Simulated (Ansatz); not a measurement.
A structure relaxed at PBE0-D4/def2-TZVP, charge 0, multiplicity 1:

| atom | x (Å) | y (Å) | z (Å) |
| --- | --- | --- | --- |
| C1 | 0.282 | 2.601 | 0.693 |
| Si2 | 0.156 | 1.109 | -0.406 |
| O3 | -0.018 | -0.231 | 0.520 |
| Si4 | -0.492 | -1.799 | 0.465 |
| N5 | 0.074 | -2.706 | -0.863 |
| H6 | 0.412 | 3.507 | 0.095 |
| H7 | 1.136 | 2.513 | 1.368 |
| H8 | -0.621 | 2.716 | 1.296 |
| H9 | 1.382 | 0.977 | -1.241 |
| H10 | -1.012 | 1.237 | -1.325 |
| H11 | 0.031 | -2.414 | 1.706 |
| H12 | -1.974 | -1.832 | 0.394 |
| H13 | -0.390 | -2.685 | -1.755 |
| H14 | 1.035 | -2.993 | -0.947 |

(1) Give its formula and SMILES.

(2) Point group (tolerance 0.08 Å, 0.16 Å for H)?

(3) Summarise the bond lengths by kind.

## Answers

(1) CH9NOSi2, `C[SiH2]O[SiH2]N`.

(2) C1.

(3) 1 × C–Si 1.857 Å; 3 × C–H 1.092 to 1.093 Å; 2 × O–Si 1.638 to 1.639 Å; 4 × H–Si 1.481 to 1.492 Å; 1 × N–Si 1.705 Å; 2 × H–N 1.006 Å.

Computed with Ansatz.
